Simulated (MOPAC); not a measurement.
MOPAC input (PM6):

```
PM6 FORCE THERMO(298,298) PRECISE LET GEO-OK AUX(PRECISION=9) THREADS=1
HCu

Cu    0.00000000 1    0.00000000 1   -0.04841324 1
H     0.00000000 1    0.00000000 1    1.43263798 1
```

Question: Which zero-point energy does it print?

Answer: 3.49 kcal/mol, from the harmonic wavenumbers of PM6.
